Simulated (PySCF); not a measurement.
## PI₃, singlet: computed properties

Method: PBE0 in PySCF with P def2-TZVP, I def2-TZVP with ECP28; scalar-relativistic core potentials, no spin–orbit coupling; density-fitted integrals.

The structure is a minimum.

Coordinates in bohr (charge 0 multiplicity 1):
```
P     0.0000   -1.8455   -0.2038
I     0.0000   -0.3074    4.1596
I     3.6098    0.3789   -2.0549
I    -3.6098    0.3789   -2.0549
```

| Quantity | Value |
| --- | --- |
| Point group | C3v |
| Bond lengths | P–I 2.448 Å (×3) |
| Bond angles | I–P–I 102.6° (×3) |
| Rotational symmetry number | 3 |
| Heat capacity Cp at 298.15 K | 77.9 J/(mol K) |
| Principal quadrupole moments (Buckingham, traceless) about the centre of mass | -2.09, 1.04, 1.04 D Å |
| Principal polarisabilities | 84.5, 145.5, 145.5 bohr³ |
| Rotational constants | 0.01759, 0.01759, 0.009101 cm⁻¹ |
| Zero-point energy | 7.6 kJ/mol |
| Dipole moment | 0.05 D |
| Highest occupied level | -7.31 eV |
| Entropy at 298.15 K and 1 bar | 374.0 J/(mol K) |
| Lowest empty level | -2.85 eV |
| Enthalpy at 298.15 K above 0 K | 18.85 kJ/mol |
| Atomisation energy without zero-point energy | 676 kJ/mol |

Harmonic modes (masses in u: P 30.974, I 126.904):
```csv
symmetry,ω (cm⁻¹),"IR (km/mol, summed over degenerate members)",μ (u)
e,76,0.1,112.63
a1,113,0.0,95.05
a1,321,2.3,35.96
e,344,141,34.86
```

In C3v the vibrations span 2e + 2a1.

Charges (e):
| atom | Mulliken | Löwdin | polar tensor | Mayer order to P1 |
| --- | --- | --- | --- | --- |
| P1 | 0.08 | -0.15 | 1.00 | – |
| I2,3,4 | -0.03 | 0.05 | -0.33 | 1.14 |

Mulliken populations on P1: s 5.85, p 8.74, d 0.31, f 0.02.

Outer orbital energies (eV). occupied: -10.96, -10.00, -8.53, -8.53, -7.80, -7.80, -7.57, -7.31; empty: -2.85, -2.05, -2.05, 2.92.

Counting electrons, phosphorus keeps 2 of its valence electrons outside its bonds, so the VSEPR class is AX3E1 and the expected shape is trigonal pyramidal (C3v), as computed.

The final relaxation and frequency run took 80 s on 4 threads of a shared Arm Neoverse V1 host, with 187 basis functions and 8 gradients; the process peaked at 1.7 GiB. Launch command: `OMP_NUM_THREADS=4 python axn.py task.json out`.
